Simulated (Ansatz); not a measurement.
Reaction (substitution at a C–C bond): `CC(=O)[O][GeH3]` + `[Li][SH]` → `[Li][S]C` + `O=C[O][GeH3]`

Computed with Ansatz on PBE0-D4/def2-TZVP structures; ΔE is electronic, products minus reactants. CCSD(T)/CBS adds triple-zeta CCSD(T) − MP2 to the extrapolated MP2 energy (def2 sets, frozen cores). DFT in def2-TZVPP. B3LYP here is the variant with VWN-RPA as its local correlation; programs differ in this. HSE06 is defined as in plane-wave codes. For Ge, Li outer-core shells are correlated without core-valence functions, which leaves a few kJ/mol of doubt a bond. Scalar relativity is left out up to krypton. One conformer a species, not always the lowest.

```csv
level,ΔE (kJ/mol),difference from CCSD(T)/CBS
r2SCAN-D4,72.0,2.5
PBE0-D4,69.1,-0.4
HSE06-D4,68.8,-0.7
BHLYP-D4,71.8,2.3
ωB97X-V,70.5,1.0
ωB97M-V,70.7,1.2
PBE-QIDH,70.8,1.3
B3LYP,65.4,-4.1
r2SCAN0,73.3,3.8
CAM-B3LYP,71.0,1.5
RPA@PBE/def2-TZVPP,66.7,-2.8
HF/def2-SVP,78.1,8.6
MP2/def2-TZVPP,68.6,-0.9
SCS-MP2/def2-TZVPP,66.8,-2.7
SCS-MP2/def2-QZVPP,66.1,-3.4
HF/CBS(def2),73.7,4.2
CCSD(T)/CBS,69.5,0
```

Largest T1 diagnostic among the species: 0.015.

In def2-TZVPP, CCSD(T) changes the Hartree–Fock value by −3.1 kJ/mol (the triples alone add −1.3 kJ/mol) and MP2 by −5.1 kJ/mol. From PBE to PBE0 (25 % exact exchange), in def2-TZVPP and without D4, ΔE moves by +4.9 kJ/mol. At CCSD(T), def2-SVP lies +4.2 kJ/mol from the extrapolated value and def2-TZVPP +1.2 kJ/mol.
